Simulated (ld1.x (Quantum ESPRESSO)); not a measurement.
Which setting gave this result? (lithium, TM)

Base potential:

```
Element                 : lithium
Generator               : ld1.x (Quantum ESPRESSO) 7.5
Type                    : norm-conserving Troullier–Martins (Kleinman–Bylander form)
Functional              : PBEsol
Relativity              : scalar-relativistic
Frozen core             : none
Valence charge          : 3
Reference configuration : 1s2 2s0 2p0 (charge +1)
Partial waves           : 1s (bound): rc 0.70 bohr; 2p (bound, empty): rc 4.20 bohr; 3d channel at -0.15 Ry: rc 4.30 bohr
Local potential         : the d channel
Core correction         : none
```

Cutoffs, loose and tight: the cutoffs (Ry, on a coarse ladder) from which the occupation-weighted sum of valence levels, in a spherical-Bessel basis at the reference potential, stays within 10 and 1 mRy of its value at 400 Ry. They do not see the model core or the augmentation charge, which bear on the density cutoff. Test errors are all-electron minus pseudo excitation energies from the reference, over the configurations 1s2 2s1 2p0; 1s2 2s0.5 2p0; 1s2 2s0 2p1; 1s1 2s1 2p0; variants that change the core or the reference have their own tests.

Only the d radius is moved:

```csv
d radius (bohr),"cutoff, loose","cutoff, tight",bound ghosts,largest test error (meV),median size of the test errors
2.84,160 Ry,over 300 Ry,none,-414,51.7 meV
3.2,160 Ry,over 300 Ry,none,-583,73.3 meV
3.58,160 Ry,over 300 Ry,none,-866,113.5 meV
4.06,160 Ry,over 300 Ry,none,-1239,172.2 meV
4.42,160 Ry,over 300 Ry,none,-1503,217.2 meV
4.86,160 Ry,over 300 Ry,none,-1899,289.7 meV
5.16,160 Ry,over 300 Ry,none,-2221,352.5 meV
5.66,160 Ry,over 300 Ry,none,-2621,435.8 meV
6.56,160 Ry,over 300 Ry,none,-3249,575.4 meV
```

Q: One more run gave cutoff, loose: 160 Ry; cutoff, tight: over 300 Ry; bound ghosts: none; largest test error (meV): -2920; median size of the test errors: 500.6 meV. Which value of the d radius was used?

A: 6 bohr. The median size of the test errors moves one way along this sweep, from 51.7 meV at 2.84 to 575.4 meV at 6.56 bohr, which places the run between 5.66 and 6.56 bohr.
